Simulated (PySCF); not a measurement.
Computed shifts of a molecule C2H7FOSi2, PBE/pcSseg-1 (PySCF), GIAO, gas phase, atoms alike by connectivity averaged where their shifts nearly agree, in ppm (number of nuclei): ¹³C: 150.3 (1), 142.2 (1). ²⁹Si: -25.2 (1), -35.4 (1). ¹⁹F: -190.9 (1). ¹H: 6.93 (2), 6.64 (1), 5.67 (3), 5.64 (1). References: ¹³C against TMS (σ = 182.0 ppm); ²⁹Si against TMS (σ = 335.4 ppm); ¹⁹F against CFCl3 (σ = 133.6 ppm); ¹⁷O against H2O (σ = 334.3 ppm); ¹H against TMS (σ = 31.49 ppm), references at their B3LYP-D3(BJ)/def2-TZVP geometries, non-relativistic. Coordinates come from a PBE-D3(BJ)/def2-SVP optimisation. One conformer was computed; it need not be the lowest.

Q: Identify the compound among the candidates.
(A) C[Si@H]1C[Si@H](F)O1
(B) O[C@H]1[SiH2]C[Si@@H]1F
(C) C=C[Si@@H](F)O[SiH3]
(D) O[C@@H]1C[Si@H](F)[SiH2]1

A: C, C=C[Si@@H](F)O[SiH3]
